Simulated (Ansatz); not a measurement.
Born–Oppenheimer molecular dynamics of Cl$_{2}$FGeH$_{5}$O$_{2}$Si (12 atoms, charge 0, multiplicity 1). It starts at the highest image of a converged band, a first-order saddle point between two minima.

All numbers below come from RKS PBE/def2-SVP in Ansatz 0.2.0.

```
ensemble                      : NVE (velocity Verlet)
time step                     : 0.5 fs
steps asked                   : 200
starting velocities drawn for : 100 K
seed                          : 9324
```

First frame:

```xyz
12
Properties=species:S:1:pos:R:3
Ge 0.135 -0.205 -0.018
O 0.297 0.216 1.879
H -0.513 0.662 2.197
Cl 2.007 0.542 -0.757
F -1.133 1.025 -0.111
Cl -0.729 -1.474 -1.600
O 0.573 -1.839 1.041
Si 0.414 -3.531 0.816
H 1.172 -3.929 -0.410
H 1.028 -4.142 2.041
H -1.029 -3.927 0.722
H 0.433 -1.056 1.893
```

How far do the bonds stretch over the last three quarters of this one trajectory? (Pairs bonded in most of those frames.)


| bond | mean (Å) | spread (Å) | shortest | longest |
| --- | --- | --- | --- | --- |
| Ge1–Cl4 | 2.140 | 0.015 | 2.12 | 2.16 |
| Ge1–F5 | 1.763 | 0.013 | 1.74 | 1.78 |
| Ge1–Cl6 | 2.192 | 0.024 | 2.16 | 2.23 |
| Ge1–O7 | 1.809 | 0.054 | 1.75 | 1.96 |
| O2–H3 | 0.979 | 0.019 | 0.95 | 1.01 |
| O2–H12 | 0.986 | 0.015 | 0.97 | 1.03 |
| O7–Si8 | 1.709 | 0.028 | 1.66 | 1.76 |
| Si8–H9 | 1.502 | 0.017 | 1.48 | 1.53 |
| Si8–H10 | 1.503 | 0.016 | 1.48 | 1.53 |
| Si8–H11 | 1.503 | 0.018 | 1.47 | 1.53 |

Pairs bonded in part of these frames only: Ge1–O2 32 %.

Mean temperature of the second half: 333 K. The conserved energy stayed within 0.059 meV per atom of its start (net change 0.022 meV per atom), so the integration is sound. The kinetic energy rose, since the run started high on the potential surface and went downhill. It ends in pieces (Cl2FGeH3OSi + H2O), so much of that is their flight and rotation, not heat. A run of 0.1 ps of so small a system gives no equilibrium averages. The orbitals stay closed-shell, which can raise the energy where a bond breaks towards radicals; this wasn't checked here.

The run took 9 min on 4 threads of Intel(R) Xeon(R) Platinum 8488C (Sapphire Rapids), on a shared host, peak memory 0.27 GiB.
